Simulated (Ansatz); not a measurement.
`[CH3][W]([F])(=[S])=[S]` + CH₃OH → `C[O][W]([F])(=[S])=[S]` + CH₄  (ligand exchange at a W–C bond)

Gas-phase electronic energies from Ansatz, PBE0-D4/def2-TZVP geometries. CBS: MP2 limit from def2 TZ/QZ plus the TZ coupled-cluster correction, frozen cores. This one scheme is used for every species. Functionals use def2-TZVPP. Elements past krypton have def2 core potentials. For W outer-core shells are correlated without core-valence functions, which leaves a few kJ/mol of doubt a bond. Each species was taken in one conformer, which may not be the lowest.

Problem. Is it downhill or uphill in electronic energy at CCSD(T)/CBS, and by how much? (Best estimate.)

Solution. Computed: Downhill: ΔE = -121.8 kJ/mol.

Problem. What do these levels give: CAM-B3LYP-D4, B2PLYP, PBE-QIDH, LC-ωPBE, HF/def2-SVP, MP2/def2-SVP, CCSD/def2-SVP, CCSD(T)/def2-SVP, CCSD/def2-TZVPP, HF/def2-QZVPP, MP2/CBS(def2), CCSD/CBS(def2)? (Best estimate.)

Solution. Ansatz gave: CAM-B3LYP-D4 -137.1, B2PLYP -134.7, PBE-QIDH -125.0, LC-ωPBE -128.3, HF/def2-SVP -131.1, MP2/def2-SVP -141.2, CCSD/def2-SVP -130.0, CCSD(T)/def2-SVP -136.0, CCSD/def2-TZVPP -119.7, HF/def2-QZVPP -127.5, MP2/CBS(def2) -125.5, CCSD/CBS(def2) -117.1 kJ/mol.

Largest T1 diagnostic among the species: 0.022, so the coupled-cluster value is less sure than usual.

At CCSD(T), def2-SVP lies −14.1 kJ/mol from the extrapolated value and def2-TZVPP −2.6 kJ/mol. Leaving LDA and LC-ωPBE aside and taking each functional with its dispersion term where it has one, the values, not all of them listed here, spread over 16.7 kJ/mol, from BLYP-D4 to ωB97M-V. From PBE to PBE0 (25 % exact exchange), in def2-TZVPP and without D4, ΔE moves by +5.9 kJ/mol.
